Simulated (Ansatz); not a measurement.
`CC[N](C)[SnH]([F])[Cl]` and `CC[N](C)[GaH][CH3]` differ in one atom or group.

Ansatz, PBE0-D4/def2-TZVP geometries, multiplicity 1. Each molecule was computed in one conformer, which needn't be the lowest.

Elements past krypton have def2 core potentials. Scalar relativity is left out up to krypton.

```tsv
property	`CC[N](C)[SnH]([F])[Cl]`
HOMO energy (PBE/def2-TZVPP) / eV	-5.51
HOMO–LUMO gap (PBE/def2-TZVPP) / eV	3.41
size of the dipole moment (PBE/def2-TZVPP) / D	3.46
HOMO energy (PBE0/def2-TZVPP) / eV	-6.82
LUMO energy (ωB97M-V/def2-TZVPP) / eV	0.83
size of the dipole moment (B3LYP/def2-TZVPP) / D	3.53
```

(1) What does the change do to each property? (Estimate.)

## Answers

(1) Computed: 
```csv
property,`CC[N](C)[GaH][CH3]`,shift
HOMO energy (PBE/def2-TZVPP) / eV,-4.97,0.54
HOMO–LUMO gap (PBE/def2-TZVPP) / eV,3.78,0.37
size of the dipole moment (PBE/def2-TZVPP) / D,0.79,-2.67
HOMO energy (PBE0/def2-TZVPP) / eV,-6.14,0.68
LUMO energy (ωB97M-V/def2-TZVPP) / eV,1.20,0.37
size of the dipole moment (B3LYP/def2-TZVPP) / D,0.68,-2.85
```

Dipoles are sizes alone; their direction can turn.

B3LYP here is the variant with VWN-RPA as its local correlation; programs differ in this.
